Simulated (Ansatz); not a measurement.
`[SiH3][GeH2][SiH2][GeH2][SiH2][GeH3]` + `[SiH3][GaH2]` → `[SiH3][GeH2][GaH2]` + `[SiH3][SiH2][GeH2][SiH2][GeH3]`  (redistribution)

Computed with Ansatz on PBE0-D4/def2-TZVP structures; ΔE is electronic, products minus reactants. CCSD(T)/CBS adds triple-zeta CCSD(T) − MP2 to the extrapolated MP2 energy (def2 sets, frozen cores). DFT in def2-TZVPP. B3LYP here is the variant with VWN-RPA as its local correlation; programs differ in this. HSE06 is defined as in plane-wave codes. For Ga, Ge outer-core shells are correlated without core-valence functions, which leaves a few kJ/mol of doubt a bond. Scalar relativity is left out up to krypton. One conformer a species, not always the lowest.

Problem. Is it downhill or uphill in electronic energy at CCSD(T)/CBS, and by how much? (Estimate.)

Solution. The calculation gave: Downhill: ΔE = -5.7 kJ/mol.

Problem. What do these levels give: BHLYP-D4, B2PLYP, B3LYP, HSE06, LC-ωPBE, SCS-MP2/def2-TZVPP? (Best estimate.)

Solution. The calculation gave: BHLYP-D4 -5.7, B2PLYP -10.3, B3LYP -13.5, HSE06 -10.8, LC-ωPBE -9.5, SCS-MP2/def2-TZVPP -6.9 kJ/mol.

Largest T1 diagnostic among the species: 0.013.

In def2-TZVPP, CCSD(T) changes the Hartree–Fock value by +9.4 kJ/mol (the triples alone add +1.3 kJ/mol) and MP2 by +9.1 kJ/mol. The D4 term adds +7.8 kJ/mol with B3LYP and +4.9 kJ/mol with PBE0; it sums over pairs of atoms, weighted by their polarisabilities, and B3LYP, whose exchange is more repulsive, gets the larger term. Leaving LDA and LC-ωPBE aside and taking each functional with its dispersion term where it has one, the values, not all of them listed here, spread over 6.0 kJ/mol, from B2PLYP to ωB97M-V. LDA lies +6.0 kJ/mol from PBE without D4.
